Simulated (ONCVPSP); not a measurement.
Potentials for silicon compared

Generated with ld1.x 7.5 (TM, RRKJ, ultrasoft, PAW), atompaw 4.2 or ONCVPSP 4.0.1. The cutoff is in Ry: for ld1.x and atompaw files where the sum of valence levels is converged to 10 mRy in a Bessel basis, for ONCV files where the hardest occupied wave has 1 mHa per electron of residual kinetic energy. The error is the largest all-electron minus pseudo excitation energy over each file’s own four to seven test configurations (ionisations up to +4, promotions, holes and added fractions of an electron), all of which were solved. The labels leave out finer settings (local radius, basis sizes, second energies), which also bear on the numbers. Spin-polarised tests are not counted. The rows are a selection from randomly drawn settings: files with unsolved tests, undetermined cutoffs or missed reference levels are left out.

| potential | cutoff (Ry) | largest error (meV) | bound ghosts |
| --- | --- | --- | --- |
| ONCV, LDA (Perdew-Wang 92), non-relativistic, rc 1.45/2.40 (sp), local smoothed, core correction no, reference 3s2 3p2, qcut 5.4/3.7, projectors 1/2 | 16 | +221 | none |
| ONCV, PBE, non-relativistic, rc 1.80/1.95/1.75 (spd), local smoothed, core correction no, reference 3s2 3p1, qcut 3.7/4.8/4.9, projectors 2/2/1 | 14 | +60 | none |
| ONCV, PBE, scalar-relativistic, rc 1.10/1.15/1.20 (spd), local smoothed, core correction no, reference 2s2 2p6 3s2 3p1.75, qcut 9.8/14/9, projectors 2/2/1 | 141 | +2.5 | none |
| ONCV, PBEsol, scalar-relativistic, rc 1.80/2.20/2.30 (spd), local smoothed, core correction yes, reference 3s1.5 3p2.5, qcut 3.2/3.6/3.7, projectors 1/2/2 | 35 | +10 | none |

Fill in the row for Si: ONCV, LDA (Perdew-Wang 92), scalar-relativistic, rc 0.80/1.00/0.80 (spd), local d, core correction no, reference 2s2 2p6 3s2 3p1, qcut 16.5/15.7/11.9, projectors 3/2/0.

cutoff 178 Ry, largest error +0.7 meV, bound ghosts: none.

Fill in the row for Si: ONCV, BLYP, non-relativistic, rc 1.75/1.85/1.55 (spd), local smoothed, core correction no, reference 3s1.5 3p2.5, qcut 3/4.9/6, projectors 2/2/2.

cutoff 52 Ry, largest error +36 meV, bound ghosts: none.
